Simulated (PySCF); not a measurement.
In(F)(Me)(OH) (CH₄FInO), SMILES [OH][In]([F])[CH3]. Heavy atoms are numbered as in [In:1]([F:2])([CH3:3])[OH:7]. Hydrogens are named by the atom that carries them.

Geometry optimised at B3LYP-D3(BJ)/def2-SVP. The def2 effective core potentials stand for the cores of In; spin–orbit coupling is left out. Other conformers were not sampled.

All values below come from M06-2X/def2-TZVP (PySCF).

ESP charges are fitted to the potential on shells at 1.4 to 2.0 van der Waals radii. Atomic charges (e), one atom of each kind:

| atom | ESP fit | Mulliken | Löwdin |
|---|---|---|---|
| In1 | 1.22 | 1.16 | 0.61 |
| F2 | -0.57 | -0.57 | -0.32 |
| C3 (CH3) | -0.79 | -0.70 | -0.52 |
| H on C3 | 0.19 | 0.17 | 0.14 |
| O7 (OH) | -0.86 | -0.75 | -0.35 |
| H on O7 | 0.41 | 0.33 | 0.17 |
